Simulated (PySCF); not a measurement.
**Gas-phase XPS of `C[S][GeH2][NH2]`, computed**

CH7GeNS.
Numbering: `[CH3:1][S:2][GeH2:3][NH2:4]`

The calculation used PySCF 2.14.0, delta-SCF UKS SCAN, pcX-2 on the ionised atom, pcseg-1 elsewhere, spin-free X2C. Binding energies are ΔSCF values: E(core-ionised, relaxed orbitals) − E(ground state) at a fixed geometry, referred to the vacuum level.

What binding energy does each computed site have?

```json
{"atom(s)": "C1", "environment": "S-methyl carbon", "level": "C 1s", "binding energy (eV)": "291.09", "count": "1"}
{"atom(s)": "S2", "environment": "sulfur bonded to C and Ge", "level": "S 1s", "binding energy (eV)": "2476.37", "count": "1"}
{"atom(s)": "N4", "environment": "nitrogen bonded to Ge and 2 H", "level": "N 1s", "binding energy (eV)": "404.52", "count": "1"}
```

Express the binding energy of N 1s of N4 in atomic units and per mole.

404.52 eV = 14.8658 Eh = 39030 kJ/mol.

Not every level is listed. No level of germanium is listed. The structure is a single PBE0-D3(BJ)/def2-SVP conformer in the gas phase; no vibrational or solvent corrections.

The values belong to the conformer `[CH3:1][S:2][GeH2:3][NH2:4]`: C1–S2–Ge3–N4 -55°, H–N4–Ge3–S2 162°, H–N4–Ge3–S2 -68°.
